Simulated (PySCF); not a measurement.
A run for PySCF: R-M06-2X/def2-TZVPP on ClGeH2N (SMILES [NH2][Ge][Cl]), a point of a torsion scan.

```python
from pyscf import gto, dft

mol = gto.M(
    atom='''
    N    -0.83332385   -0.09539330    0.21888700
    Ge    0.76469694   -1.00968282    0.36426306
    Cl    1.08308298   -0.58670517    2.46287648
    H    -0.93463784    0.89119308    0.41251683
    H    -1.37437984   -0.28215009   -0.61730267
    ''',
    basis='def2-tzvpp',
    charge=0, spin=0, verbose=4, max_memory=1800)
mf = dft.RKS(mol, xc='m062x').density_fit(auxbasis='def2-universal-jkfit')
mf.grids.level = 4
mf.conv_tol = 1e-9
mf.max_cycle = 150
mf.kernel()
mf.dip_moment()
```

Output:

```
PySCF version 2.14.0

[INPUT] verbose = 4
[INPUT] num. atoms = 5
[INPUT] num. electrons = 58
[INPUT] charge = 0
[INPUT] spin (= nelec alpha-beta = 2S) = 0
[INPUT] symmetry False subgroup None
[INPUT] Mole.unit = angstrom
[INPUT] Symbol           X                Y                Z      unit          X                Y                Z       unit  Magmom
[INPUT]  1 N     -0.833323850000  -0.095393300000   0.218887000000 AA   -1.574753849568  -0.180267211118   0.413636482228 Bohr   0.0
[INPUT]  2 Ge     0.764696940000  -1.009682820000   0.364263060000 AA    1.445067784893  -1.908024002479   0.688357420696 Bohr   0.0
[INPUT]  3 Cl     1.083082980000  -0.586705170000   2.462876480000 AA    2.046730202378  -1.108712087166   4.654162025833 Bohr   0.0
[INPUT]  4 H     -0.934637840000   0.891193080000   0.412516830000 AA   -1.766209543255   1.684110845308   0.779543830474 Bohr   0.0
[INPUT]  5 H     -1.374379840000  -0.282150090000  -0.617302670000 AA   -2.597201488724  -0.533186396121  -1.166532982263 Bohr   0.0

nuclear repulsion = 244.459036789511
number of shells = 53
number of NR pGTOs = 241
number of NR cGTOs = 149
basis = def2-tzvpp
ecp = {}


******** <class 'pyscf.df.df_jk.DFRKS'> ********
method = DFRKS
initial guess = minao
damping factor = 0
level_shift factor = 0
DIIS = <class 'pyscf.scf.diis.CDIIS'>
diis_start_cycle = 1
diis_space = 8
diis_damp = 0
SCF conv_tol = 1e-09
SCF conv_tol_grad = None
SCF max_cycles = 150
direct_scf = False
XC library pyscf.dft.libxc version 7.1.2
    S. Lehtola, C. Steigemann, M. J. T. Oliveira, and M. A. L. Marques,  SoftwareX 7, 1–5 (2018)
XC functionals = m062x
    Y. Zhao and D. G. Truhlar,  Theor. Chem. Acc. 120, 215 (2008)
    Y. Zhao and D. G. Truhlar,  Theor. Chem. Acc. 120, 215 (2008)
radial grids:
    Treutler-Ahlrichs [JCP 102, 346 (1995); DOI:10.1063/1.469408] (M4) radial grids

becke partition: Becke, JCP 88, 2547 (1988); DOI:10.1063/1.454033
pruning grids: <function nwchem_prune>
grids dens level: 4
symmetrized grids: False
atomic radii adjust function: <function treutler_atomic_radii_adjust>
small_rho_cutoff = 0
Set gradient conv threshold to 3.16228e-05
Initial guess from minao.
tot grids = 118168
******** <class 'pyscf.df.df.DF'> ********
auxbasis = def2-universal-jkfit
init E= -2592.63079369062
  HOMO = -0.255660130094782  LUMO = -0.0763536898159813  gap/eV = 4.87918
cycle= 1 E= -2593.15885875373  delta_E= -0.528  |g|= 0.561  |ddm|= 1.93
  HOMO = -0.278690730635154  LUMO = -0.0678367757906742  gap/eV = 5.73763
cycle= 2 E= -2593.14460045568  delta_E= 0.0143  |g|= 0.666  |ddm|= 0.843
  HOMO = -0.305445218121626  LUMO = -0.0501507753534369  gap/eV = 6.94692
cycle= 3 E= -2593.21901161856  delta_E= -0.0744  |g|= 0.0558  |ddm|= 0.397
  HOMO = -0.302120295621869  LUMO = -0.0471053678757158  gap/eV = 6.93931
cycle= 4 E= -2593.21952316639  delta_E= -0.000512  |g|= 0.0345  |ddm|= 0.063
  HOMO = -0.303931419224718  LUMO = -0.0476567091878621  gap/eV = 6.97359
cycle= 5 E= -2593.21976349995  delta_E= -0.00024  |g|= 0.00323  |ddm|= 0.0243
  HOMO = -0.303680788070686  LUMO = -0.0473494414342994  gap/eV = 6.97513
cycle= 6 E= -2593.2197677783  delta_E= -4.28e-06  |g|= 0.0012  |ddm|= 0.00776
  HOMO = -0.303801191546697  LUMO = -0.0474752288520435  gap/eV = 6.97498
cycle= 7 E= -2593.21976817828  delta_E= -4e-07  |g|= 0.000371  |ddm|= 0.00195
  HOMO = -0.303778635514767  LUMO = -0.0474678158675346  gap/eV = 6.97457
cycle= 8 E= -2593.21976822953  delta_E= -5.12e-08  |g|= 9.13e-05  |ddm|= 0.000776
  HOMO = -0.303773083294153  LUMO = -0.0474579852091495  gap/eV = 6.97469
cycle= 9 E= -2593.21976823454  delta_E= -5.01e-09  |g|= 3.21e-05  |ddm|= 0.000206
  HOMO = -0.303774364603626  LUMO = -0.0474597695557506  gap/eV = 6.97468
cycle= 10 E= -2593.21976823517  delta_E= -6.38e-10  |g|= 1.3e-05  |ddm|= 7.03e-05
  HOMO = -0.303773779779924  LUMO = -0.0474587878664821  gap/eV = 6.97469
Extra cycle  E= -2593.21976823522  delta_E= -4.91e-11  |g|= 9.23e-06  |ddm|= 2.28e-05
converged SCF energy = -2593.21976823522
Dipole moment(X, Y, Z, Debye): -0.78691,  0.68601, -2.66234
```

The calculation finished and met its thresholds.

Cost: about 18 core-seconds (a rough figure).
